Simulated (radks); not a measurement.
Problem. Ionisation of the antimony ion Sb+, [Kr] 4d10 5s2 5p2, to [Kr] 4d10 5s2 5p1 as the strength of local exchange is varied. All-electron calculation, Dirac Kohn-Sham, Slater X-alpha exchange (alpha = 2/3 is LDA exchange), no correlation, spin-unpolarised, spherical densities, finite nucleus; open shells are shared between the two j in proportion to 2j + 1; Fermi nuclear charge, rms radius 4.6802 fm. Program: a radial shooting solver on a logarithmic mesh with Libxc functionals.

alpha  E(Sb+) (hartree)  exchange (hartree)  IE (eV)  -e of the level emptied (eV)  <r> of it (bohr)
0.562       -6447.62272          -134.29519   14.100                 9.955 (5p3/2)             2.809
0.667       -6472.76049          -159.98336   15.093                10.859 (5p3/2)             2.731
0.775       -6498.71455          -186.60102   16.150                11.828 (5p3/2)             2.658
0.791       -6502.56805          -190.56123   16.309                11.974 (5p3/2)             2.648
0.892       -6526.94357          -215.66032   17.334                12.921 (5p3/2)             2.584
0.932       -6536.62124          -225.64838   17.748                13.305 (5p3/2)             2.560
0.996       -6552.13383          -241.68569   18.420                13.930 (5p3/2)             2.523
?           -6540.49612          -229.65120   17.915                13.460 (5p3/2)             2.551

Which alpha was used in the last row?

Solution. alpha = 0.948. NIST Atomic Spectra Database: 16.63 eV (measured). The Delta-SCF value meets it near alpha = 0.82. Spin polarisation and multiplet splitting are left out, so open shells lie too high by an amount that depends on their filling. Sharing an open shell by 2j + 1 raises it above the true ground level by a part of the spin-orbit splitting, which enters the differences from NIST.

Beside tabulated values, note that spin-unpolarised runs miss the spin-polarisation part of the exchange energy of open shells.
